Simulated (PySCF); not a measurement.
GaCl4, SMILES [Ga-]([Cl])([Cl])([Cl])[Cl], charge -1.

Geometry optimised at B3LYP-D3(BJ)/def2-SVPD. The isomer is the one that the SMILES or the coordinates give; other isomers of the formula were not compared.

Method: IEF-PCM-PBE0/def2-SVPD in PySCF.

The values are the electrostatic part of the solvation free energy, E(continuum) − E(gas) at the gas-phase geometry, in a cavity of scaled van der Waals radii (PySCF's table); cavitation and dispersion terms are not included. A continuum can't describe solvent molecules that bind to the metal. In vacuum the orbital gap is 7.32 eV.

```
solvent            ε  ΔG(elec) (kcal/mol)  gap (eV)
-------------  -----  -------------------  --------
water          78.36                -45.1      7.59
n-hexane        1.88                -20.9      7.46
chlorobenzene   5.70                -37.3      7.55
```
